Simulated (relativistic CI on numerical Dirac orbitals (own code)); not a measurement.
# Hg⁵⁹⁺: sensitivity of the levels to the model

Base calculation: Dirac-Coulomb-Breit CI, separate exchange-only KLI orbitals for each configuration, a model potential for QED, unscaled Slater integrals.

Configuration list (outside the closed core [Ne]): 3s²3p⁶3d³, 3s²3p⁵3d⁴, 3s3p⁶3d⁴, 3s²3p⁶3d²4s, 3s²3p⁶3d²4p, 3s²3p⁶3d²4d, 3s²3p⁵3d³4s, 3s²3p⁶3d²4f, 3s²3p⁵3d³4p, 3s3p⁶3d³4s, 3p⁶3d⁴4p, 3p⁶3d⁵, 3p⁵3d⁶, 3p⁵3d⁵4s, 3p⁶3d⁴4s, 3p⁵3d⁴4s², 3s²3p⁶3d4s², 3s²3p⁶4s²4p, 3s²3p⁶4s²4d. Double excitations out of closed p, d and f shells are left out; levels of such configurations are missing from the list, as are those of other unlisted configurations, and high levels can miss mixing partners. These lack a partner that the ground configuration has and come out too high: 3s²3p⁵3d³4p.

Variants: (1) configuration mixing switched off. Shifts of the energy above 3s²3p⁶3d³ ⁴F3/2, in eV, for the lowest level and the first level of each name with at least 55 % of one term (blank where a level changes its place among those of its configuration and J or its character, or is not in the variant):

```
            Level     Base    Δ(1)
  3s²3p⁶3d³ ⁴F3/2    0.000   0.000
  3s²3p⁶3d³ ⁴F5/2   97.020  -0.115
  3s²3p⁶3d³ ⁴P1/2  110.324  +0.134
  3s²3p⁶3d³ ⁴F7/2  203.787  -0.172
  3s²3p⁶3d³ ²P1/2  218.934  +0.105
 3s²3p⁶3d³ ²H11/2  219.422  -0.372
  3s²3p⁶3d³ ²F7/2  230.610  +0.128
  3s²3p⁶3d³ ²D3/2  255.122  +0.164
3s²3p⁵3d⁴ ²I°13/2  537.367  -0.721
```

At this charge energies of transitions that change n are usually good to better than 1 %, and those within a shell (Δn = 0) to a few per cent.

Ionisation energy from the two ground configurations alone: base 6191.47 eV. The NIST ASD value (theoretical) is 6192 eV.

LS names give the leading component of a level, which can be under half, so a name can repeat, a term be missing and a line seem to break the LS rules.
